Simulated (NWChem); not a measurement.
System: anisole (C$_{7}$H$_{8}$O); SMILES COc1ccccc1

NWChem input:

```
start job
memory heap 200 mb stack 900 mb global 1100 mb
geometry units angstroms
  C     -2.789048     0.249288    -0.095745
  O     -1.710294    -0.452551    -0.661855
  C     -0.448890    -0.171681    -0.226720
  C      0.575953    -0.905309    -0.826594
  C      1.888589    -0.698932    -0.458661
  C      2.204093     0.240130     0.511737
  C      1.191144     0.967567     1.106559
  C     -0.132156     0.769708     0.745587
  H     -3.681671    -0.136880    -0.585640
  H     -2.864497     0.067938     0.986397
  H     -2.712758     1.321520    -0.278327
  H      0.311490    -1.631345    -1.579241
  H      2.671702    -1.273646    -0.930660
  H      3.231723     0.401432     0.799890
  H      1.425132     1.701975     1.863593
  H     -0.901296     1.352908     1.227618
end
basis spherical
  * library def2-svp
end
dft
  xc pbe0
  iterations 150
end
driver
  maxiter 120
end
task dft optimize
```

No frequency run checked for a minimum.

The level has its own optimisation. Brackets give each atom's bonded neighbours.

### Question
What results follow from this input? (PBE0/def2-SVP.) Quantities: r C–O [C(HHHO)–O(CC)] (Å); r C–O [C(CCO)–O(CC)] (Å); r C–H [C(CCH)–H(C)] (Å); dipole (D).

### Answer
```
Quantity                   Result
-------------------------  ------
r C–O [C(HHHO)–O(CC)] (Å)   1.399
r C–O [C(CCO)–O(CC)] (Å)    1.350
r C–H [C(CCH)–H(C)] (Å)     1.092
dipole (D)                   1.37
```
